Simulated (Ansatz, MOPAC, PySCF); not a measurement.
Species: H2BO2, net charge 1, singlet state. SMILES of the parent species: O[B]O
Structure (B3LYP-D3(BJ)/def2-TZVP (Ansatz, an electronic-structure program) minimum search):
```xyz
5

O      1.1260     0.3135    -0.4593
B      0.0077    -0.0008     0.0209
O     -1.1637    -0.3094     0.3567
H      2.0341    -0.0059    -0.3402
H     -1.7709    -0.0230     1.0567
```
Charge +1, spin multiplicity 1.

Unscaled harmonic wavenumbers (cm⁻¹) in rising order, each level at the stationary point that it reaches from this structure (no distance between atoms moves by over 0.3 Å); the order of modes can differ between levels, and a negative number is imaginary. B3LYP-D3(BJ)/def2-TZVP (PySCF, at the structure above): 302, 431, 433, 610, 628, 1083, 2085, 3746, 3767.

PM3 (MOPAC): 315, 450, 531, 826, 946, 1155, 2015, 3690, 3703. Zero-point energy 19.5 against 18.7 kcal/mol; where all levels lie over 400 cm⁻¹, the wavenumbers are on average 1.141 times those of B3LYP-D3(BJ)/def2-TZVP.

HF/6-31G* (Ansatz): 290, 437, 458, 616, 627, 1142, 2197, 4000, 4024. Zero-point energy 19.7 against 18.7 kcal/mol; where all levels lie over 400 cm⁻¹, the wavenumbers are on average 1.041 times those of B3LYP-D3(BJ)/def2-TZVP.
